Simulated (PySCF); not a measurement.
CH₃F₃OSi, SMILES O[Si](F)(F)CF.

Geometry: ωB97X-D3(BJ)/def2-SVP. This is a generated structure with no PubChem entry under its InChIKey; it may be hypothetical. One conformer was computed; it need not be the lowest.

Method: TDA-PBE/def2-SVPD (PySCF).

Vertical excitations. The molecule is in vacuum.

```tsv
state	energy (eV)	λ (nm)	f	main pairs
S1	7.16	173	0.028	HOMO→LUMO 93 %
S2	7.58	163	0.022	HOMO→LUMO+1 77 %, HOMO−1→LUMO 16 %
S3	7.69	161	0.022	HOMO−1→LUMO 82 %, HOMO→LUMO+1 15 %
S4	7.98	155	0.001	HOMO−2→LUMO 95 %
S5	8.06	154	0.010	HOMO−1→LUMO+1 97 %
S6	8.40	148	0.006	HOMO−2→LUMO+1 96 %
S7	8.46	146	0.021	HOMO→LUMO+2 98 %
S8	8.72	142	0.052	HOMO−3→LUMO 89 %
S9	8.89	139	0.023	HOMO→LUMO+3 81 %
S10	9.04	137	0.004	HOMO−3→LUMO+1 81 %, HOMO−1→LUMO+2 14 %
T1	6.69	185	0	HOMO→LUMO 95 %
T2	7.24	171	0	HOMO→LUMO+1 93 %
T3	7.42	167	0	HOMO−1→LUMO 96 %
T4	7.67	162	0	HOMO−2→LUMO 96 %
```
Triplets are in the Tamm–Dancoff approximation.
